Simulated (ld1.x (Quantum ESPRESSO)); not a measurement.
**What one change does to a pseudopotential (bismuth (Bi), TM)**

bismuth (Bi), norm-conserving Troullier–Martins (Kleinman–Bylander form), made with ld1.x (Quantum ESPRESSO) 7.5 (PBE, scalar-relativistic). Core [Xe] 4f14 5d10, reference 6s2 6p2 (charge +1). Waves: 6p (bound): rc 2.40 bohr; 6s (bound): rc 2.00 bohr. Local part: the s channel. Core correction: Bessel-smoothed model core, default radius (core density twice the valence density).

Change: wave 6s (bound): rc 2.00 bohr becomes 6s (bound): rc 2.54 bohr.

Cutoffs: the cutoffs (Ry, on a coarse ladder) from which the occupation-weighted sum of valence levels, in a spherical-Bessel basis at the reference potential, stays within 10 and 1 mRy of its value at 400 Ry; they do not see the model core or the augmentation charge, which bear on the density cutoff. Errors are all-electron minus pseudo energies relative to the spin-unpolarised reference configuration.

Question: How do hardness, ghosts and transferability respond?

Answer: The potential gets softer (25 Ry and 45 Ry → 18 Ry and 30 Ry); both files keep a bound ghost (d); of the 7 tests that both files solve, the error grows in 2 and shrinks in 2 by more than 15 % and 0.3 meV (median size 32.3 → 40.8 meV). A larger radius leaves more room for a smooth pseudo-wave, so fewer plane waves are needed.

| quantity | base | changed |
| --- | --- | --- |
| cutoff, loose | 25 Ry | 18 Ry |
| cutoff, tight | 45 Ry | 30 Ry |
| loose cutoff by channel (10 mRy a level) | p 10 Ry, s 21 Ry | p 10 Ry, s 10 Ry |
| bound ghosts | d | d |
| error for 6s2 6p3, meV [ΔE -7.91 eV] | -4.1 | -2.6 |
| error for 6s2 6p1, meV [ΔE 15.25 eV] | -32 | -29 |
| error for 6s2 6p0, meV [ΔE 38.59 eV] | -167 | -149 |
| error for 6s1 6p0, meV [ΔE 83.99 eV] | -679 | -686 |
| error for 6s1 6p4, meV [ΔE 2.17 eV] | -19 | -41 |
| error for 6s2 6p3.3, meV [ΔE -9.01 eV] | -6.2 | -4.0 |
| error for 6s0 6p5, meV [ΔE 12.59 eV] | -100 | -191 |

 A true bound ghost makes a file unfit for plane-wave use even where its test errors are small: the radial tests pick states by their node count and pass the ghost by.
